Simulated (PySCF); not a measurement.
CH₄AlBrO. Atoms are numbered in the order given.

```xyz
8

Al    -1.0456     0.5001     0.0000
H     -2.6097     0.4066     0.0000
Br     0.2593    -1.3418     0.0000
O     -0.3126     2.0171     0.0000
C      0.9508     2.5986     0.0000
H      1.0797     3.2387     0.8899
H      1.0797     3.2387    -0.8899
H      1.7637     1.8497     0.0000
```

Geometry optimised at PBE0-D3(BJ)/def2-SVP. The structure was generated by enumeration; whether it is a known compound was not checked. Other conformers were not sampled.

Calculation: PBE/def2-TZVP (PySCF).

Gas-phase values at a fixed geometry.

Computed frontier levels, gap, dipole moment and polarisability:
| Item | Value |
|---|---|
| highest occupied level | -6.90 eV |
| lowest empty level | -1.66 eV |
| orbital gap | 5.24 eV |
| dipole moment | 1.04 D |
| quadrupole, principal values (traceless, Buckingham form, about the centre of nuclear charge) | -5.12, 1.89, 3.24 D·Å |
| mean static polarisability | 63.1 bohr³ (9.35 Å³) |
| polarisability, principal values | 50.2, 64.9, 74.1 bohr³ |
